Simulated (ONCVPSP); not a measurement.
# Which change was made? (Fe, ONCV)

iron, optimised norm-conserving Vanderbilt (ONCV), made with ONCVPSP 4.0.1 (PBEsol, scalar-relativistic). Core [Ne], reference 3s2 3p6 3d6 (charge +2). Waves: 3s: rc 0.95 bohr, ncon 4, nbas 9, qcut 12.9 1/bohr, 3 projectors, debl 2.9 Ha; 3p: rc 0.95 bohr, ncon 4, nbas 9, qcut 9 1/bohr, 1 projector; 3d: rc 1.00 bohr, ncon 4, nbas 8, qcut 12.7 1/bohr, 1 projector. Local part: polynomial inside 0.65 bohr (lpopt 3, dvloc0 2 Ha). Core correction: none.

In the s channel the program set the typed energies aside and used -4.122, 0.250, 3.150 Ha.

Cutoffs, loose and tight: the cutoffs (Ha) at which the residual kinetic energy of the hardest occupied pseudo-wave falls to 1 and 0.1 mHa per electron. They do not see the model core or the augmentation charge, which bear on the density cutoff. Test errors are all-electron minus pseudo excitation energies from the reference, over the configurations 3s2 3p6 3d6 4s2; 3s2 3p6 3d6 4s1; 3s2 3p6 3d5; 3s1 3p6 3d6 4s2; variants that change the core or the reference have their own tests.

The base gives: outcome: generated, projector energies reset by the program; cutoff, loose: 74 Ha; cutoff, tight: 146 Ha; bound ghosts: none; GHOST(+) flags above zero: s; largest test error (meV): -26.

After one change the result is: outcome: generated, projector energies reset by the program; cutoff, loose: 353 Ha; cutoff, tight: 471 Ha; bound ghosts: s; GHOST(+) flags above zero: s; largest test error (meV): -14. Which change was it?
A. all radii scaled by about 1.22 (s 1.16, p 1.16, d 1.22 bohr); local potential polynomial inside 0.80 bohr (lpopt 3, dvloc0 2 Ha)
B. all radii scaled by about 0.76 (s 0.72, p 0.72, d 0.76 bohr); local potential polynomial inside 0.50 bohr (lpopt 3, dvloc0 2 Ha)
C. all radii scaled by about 0.92 (s 0.88, p 0.88, d 0.92 bohr); local potential polynomial inside 0.60 bohr (lpopt 3, dvloc0 2 Ha)
D. all radii scaled by about 0.84 (s 0.80, p 0.80, d 0.84 bohr); local potential polynomial inside 0.56 bohr (lpopt 3, dvloc0 2 Ha)
E. all radii scaled by about 1.10 (s 1.04, p 1.04, d 1.10 bohr); local potential polynomial inside 0.72 bohr (lpopt 3, dvloc0 2 Ha)

B. The others give: all radii scaled by about 0.84 (s 0.80, p 0.80, d 0.84 bohr); local potential polynomial inside 0.56 bohr (lpopt 3, dvloc0 2 Ha) → outcome: generated, projector energies reset by the program; cutoff, loose: 191 Ha; cutoff, tight: 387 Ha; bound ghosts: s; GHOST(+) flags above zero: none; largest test error (meV): -16 | all radii scaled by about 1.22 (s 1.16, p 1.16, d 1.22 bohr); local potential polynomial inside 0.80 bohr (lpopt 3, dvloc0 2 Ha) → outcome: generated, projector energies reset by the program; cutoff, loose: 63 Ha; cutoff, tight: 71 Ha; bound ghosts: none; GHOST(+) flags above zero: s; largest test error (meV): -67 | all radii scaled by about 0.92 (s 0.88, p 0.88, d 0.92 bohr); local potential polynomial inside 0.60 bohr (lpopt 3, dvloc0 2 Ha) → outcome: generated, projector energies reset by the program; cutoff, loose: 83 Ha; cutoff, tight: 258 Ha; bound ghosts: none; GHOST(+) flags above zero: s; largest test error (meV): -19 | all radii scaled by about 1.10 (s 1.04, p 1.04, d 1.10 bohr); local potential polynomial inside 0.72 bohr (lpopt 3, dvloc0 2 Ha) → outcome: generated, projector energies reset by the program; cutoff, loose: 69 Ha; cutoff, tight: 77 Ha; bound ghosts: none; GHOST(+) flags above zero: none; largest test error (meV): -39.
